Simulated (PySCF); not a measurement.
Changes within a family of molecules, several properties at once.

PySCF, B3LYP/def2-SVPD, density fitting, gas phase; each molecule at its own PBE0-D3(BJ)/def2-SVP geometry, one conformer. Singlet excitations by full TDDFT with frozen cores and triplets by Tamm–Dancoff TDDFT. 

Reference: `CC[Si](NC)(NC)NC`, with HOMO energy -5.93 eV, LUMO energy 0.21 eV, lowest singlet excitation 5.26 eV, lowest triplet excitation 5.15 eV, mean polarisability 112.9 au and dipole moment 0.50 D.

Changes against it:

```csv
molecule,Δ HOMO energy (eV),Δ LUMO energy (eV),Δ lowest singlet excitation (eV),Δ lowest triplet excitation (eV),Δ mean polarisability (au),Δ dipole moment (D)
CC[Si](N(C)C)(N(C)C)N(C)C,+0.26,+0.02,-0.12,-0.07,+37.2,-0.36
CCN[Si](CC)(NCC)NCC,0.00,+0.01,+0.07,+0.07,+37.5,+0.01
CC[Si](N=C=O)(N=C=O)N=C=O,-2.71,-0.67,+1.75,+1.35,-1.3,+2.66
```

Rows whose labels were lost:

| row | Δ HOMO energy (eV) | Δ LUMO energy (eV) | Δ lowest singlet excitation (eV) | Δ lowest triplet excitation (eV) | Δ mean polarisability (au) | Δ dipole moment (D) |
| --- | --- | --- | --- | --- | --- | --- |
| P | -1.74 | +0.03 | +1.79 | +1.79 | -15.7 | +0.59 |
| Q | -2.18 | -1.50 | +0.54 | +0.33 | +1.9 | +1.59 |

Problem. Which row belongs to which of `CC[Si](OC)(OC)OC` and `CC[Si](Br)(Br)Br`?

Solution. P = `CC[Si](OC)(OC)OC` and Q = `CC[Si](Br)(Br)Br`. P and Q are told apart most clearly by the mean polarisability (-15.7 against +1.9 au).

Problem. Which row has the smallest HOMO–LUMO gap and which the largest, and does the HOMO or the LUMO shift more there?

Solution. Smallest, counted from the reference: `CC[Si](N(C)C)(N(C)C)N(C)C`, -0.24 eV (HOMO +0.26, LUMO +0.02), the larger shift being that of the HOMO. Largest: `CC[Si](N=C=O)(N=C=O)N=C=O`, +2.04 eV (HOMO -2.71, LUMO -0.67), the larger shift being that of the HOMO.
